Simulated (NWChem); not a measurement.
System: C2H2F2O2; SMILES O=C(O)C(F)F

NWChem input:

```
start job
memory heap 200 mb stack 900 mb global 1100 mb
geometry units angstroms noautosym nocenter noautoz
  O      1.195140    -1.236422     0.283306
  C      0.137620    -0.768619    -0.018905
  O     -0.997680    -1.451056    -0.145684
  C     -0.087247     0.707064    -0.360884
  F      1.010084     1.402681    -0.055493
  F     -1.127398     1.182645     0.348599
  H     -0.801966    -2.377384     0.067061
  H     -0.310342     0.825781    -1.437596
end
basis spherical
  O library pcsseg-1
  C library pcsseg-1
  F library pcsseg-1
  H library pcsseg-1
end
dft
  xc pbe0
  iterations 150
end
property
  shielding
end
task dft property
```

All runs use the structure optimised with PBE0/def2-SVP.

GIAO values for the isolated, static molecule; σ is the absolute isotropic shielding, δ = σ(reference) − σ with the isolated reference molecule computed at the same levels (13C: tetramethylsilane, 19F: trichlorofluoromethane, 1H: tetramethylsilane, 17O: water).

Atoms are numbered as in the input.

**Question.** Give the results of this calculation. (PBE0/pcSseg-1, GIAO.) Quantities: δ O1 (ppm); δ C2 (ppm); δ C4 (ppm); δ F5 (ppm); δ F6 (ppm); δ H7 (ppm); δ H8 (ppm).

**Answer.** 
- δ O1 (ppm): 442.0
- δ C2 (ppm): 167.2
- δ C4 (ppm): 109.7
- δ F5 (ppm): -147.9
- δ F6 (ppm): -144.7
- δ H7 (ppm): 6.06
- δ H8 (ppm): 5.78
